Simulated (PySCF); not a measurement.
Assigning NMR signals

Atom-mapped SMILES (the numbers label the heavy atoms): `[H]/[N:1]=[CH:2]/[C@@H:3]([C@@H:4]1[CH2:5][SiH2:6]1)[N:7]([SiH3:8])[SiH3:9]`; H(Xn) means a hydrogen on atom n. Ha(C5), Ha(Si6) are cis to C3 on the ring; Hb(C5), Hb(Si6) are trans to C3 on the ring.

All values are calculated (PySCF 2.14): PBE0/pcSseg-1 with gauge-including orbitals, GFN2-xTB structure. Isolated molecule, non-relativistic Hamiltonian, one averaged value for each set of equivalent atoms, one conformer.

Referencing at the same level of theory: $^{13}$C (σ = 186.93 ppm), $^{1}$H (σ = 31.72 ppm) against TMS.

Problem. Assign these signals to the numbered atoms. $^{13}$C{$^{1}$H} NMR (computed): δ 183.1, 67.5, 13.2, -1.5.

Solution. 
183.1 → C2, C=N carbon
67.5 → C3, sp3 CH bonded to N: the inductive effect lowers its shielding
13.2 → C4, three-membered-ring carbon: carbons of three-membered rings are unusually shielded
-1.5 → C5, three-membered-ring carbon

Problem. Assign these signals to the numbered atoms. $^{1}$H NMR (400 MHz, computed): δ 10.26 (br s, 1H), 8.00 (d, 1H), 4.79 (s, 6H), 4.41 (m, 1H), 3.75 (m, 1H), 2.77 (m, 1H), 1.16 (m, 1H), 0.81 (m, 1H), 0.53 (m, 1H).

Solution. 
10.26 → H(N1), hydrogen on an imine nitrogen: labile proton, position sensitive to the medium
8.00 → H(C2), hydrogen on a C=N carbon
4.79 → H(Si8)/H(Si9), hydrogen on a silicon bonded to N
4.41 → H(C3), hydrogen on an sp3 CH bonded to N: its carbon carries N, an electronegative neighbour
3.75 → Ha(Si6), hydrogen on a silicon bonded to 2 C, in a 3-membered ring
2.77 → Hb(Si6), hydrogen on a silicon bonded to 2 C, in a 3-membered ring
1.16 → H(C4), hydrogen on a three-membered-ring carbon: cyclopropane-type protons are shielded by the ring
0.81 → Ha(C5), hydrogen on a three-membered-ring carbon
0.53 → Hb(C5), hydrogen on a three-membered-ring carbon

The OH or NH signal is concentration- and solvent-dependent in practice; the value given is the gas-phase one. Shifts are as computed. Against solution values, carbons near 30 ppm lie about +3 ppm off and those near 130 ppm about +5 ppm. Of 1309 compounds with measured shifts, 239 miss one by over three times the rms of a fit or turn the order of signals round; such compounds aren't used in these exercises. Multiplicities follow the n + 1 count of equivalent neighbours, as no J values were calculated; m marks all less simple cases, F and P coupling included.
